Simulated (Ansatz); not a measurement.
CuI (SMILES [Cu][I]), singlet, geometry from GFN2-xTB (such geometries of metal compounds can be far from the true shape) (core potentials on I); BLYP/def2-SVP (Ansatz, a quantum-chemistry and plane-wave program).

Input for Ansatz:
Ansatz 0.2 input:
```yaml
crystal:
  periodic: [false, false, false]
  atoms:
    - {symbol: Cu, position_ang: [-0.00000000, -0.00000000, -1.55408011]}
    - {symbol: I, position_ang: [0.00000000, 0.00000000, 0.85034572]}
basis:
  gaussian:
    orbitals: def2-SVP
hamiltonian:
  xc: blyp
accuracy: high
```

Q: Predict the main parts of the log of this Ansatz run.

A: 
```
Functional definition: BLYP
1219 factors; integrals over basis functions are off by at most 4.1e-9 eV
mean field evaluation 1: about -52734.6648 eV, gradient 3.9e1 eV
mean field evaluation 2: about -52661.9152 eV, gradient 2.2e2 eV
mean field evaluation 4: about -52736.5545 eV, gradient 1.0e1 eV
mean field evaluation 8: about -52736.9860 eV, gradient 1.2e-1 eV
mean field evaluation 16: about -52736.9860 eV, gradient 1.0e-5 eV
mean field -52736.98603164 eV, -1938.0484902499 hartree, gradient 2.7e-8 eV, S^2 0.000000; 0 other end points of the search recorded, 0 dependent functions left out
reference -52736.98607017 eV, -1938.0484916656 hartree; 27, 27 occupied and 30, 30 virtual orbitals, 1219 factors
Total energy: -52736.98607017 eV, -1938.0484916656 hartree
```
